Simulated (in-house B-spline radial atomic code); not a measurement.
Configurations of the selenium ion Se⁴⁺, with energies counted from [Ar] 3d10 4s2. All numbers are computed (Dirac-Hartree-Fock, average of configuration; Fermi nucleus of rms radius 4.14 fm) with an all-electron radial atomic-structure program (B-spline basis), not measured. Energies include first-order Breit, QED and recoil terms.

Occupations are held fixed; configurations that lie above the ionisation limit could autoionise.

```json
{"configuration": "[Ar] 3d10 4s1 (8f5/2)1", "E - E(ref) (eV)": "60.161", "highest orbital": "8f5/2", "its <r> (bohr)": "17.65"}
{"configuration": "[Ar] (3d3/2)4 (3d5/2)5 4s2 (8f7/2)1", "E - E(ref) (eV)": "111.16", "highest orbital": "8f7/2", "its <r> (bohr)": "17.5"}
{"configuration": "[Ne] 3s2 (3p1/2)2 (3p3/2)3 3d10 4s2 (4d5/2)1", "E - E(ref) (eV)": "191.04", "highest orbital": "4d5/2", "its <r> (bohr)": "2.304"}
{"configuration": "[Ne] 3s2 (3p1/2)1 (3p3/2)4 3d10 4s2 (5g7/2)1", "E - E(ref) (eV)": "219.31", "highest orbital": "5g7/2", "its <r> (bohr)": "5.48"}
{"configuration": "[Ne] 3s2 (3p1/2)1 (3p3/2)4 3d10 4s2 (6g9/2)1", "E - E(ref) (eV)": "223.47", "highest orbital": "6g9/2", "its <r> (bohr)": "8.768"}
{"configuration": "[Ne] 3s2 (3p1/2)1 (3p3/2)4 3d10 4s2 (7g7/2)1", "E - E(ref) (eV)": "225.98", "highest orbital": "7g7/2", "its <r> (bohr)": "12.66"}
```

(1) Order these further configurations by energy, lowest first.
A. [Ar] 3d10 4s1 (8d5/2)1
B. [Ne] 3s2 (3p1/2)1 (3p3/2)4 3d10 4s2 (7f7/2)1
C. [Ar] (3d3/2)3 (3d5/2)6 4s2 (6p3/2)1
D. [Ar] 3d10 4s1 (6g7/2)1
E. [Ar] 3d10 4s1 (5f7/2)1

(2) How far above the reference does [Ar] (3d3/2)3 (3d5/2)6 4s2 8s1 lie?

Results:

(1) E (51.665 eV), D (56.105 eV), A (58.989 eV), C (101.14 eV), B (225.8 eV).

(2) 108.86 eV; its least bound orbital is 8s1/2 with <r> = 11.91 bohr.
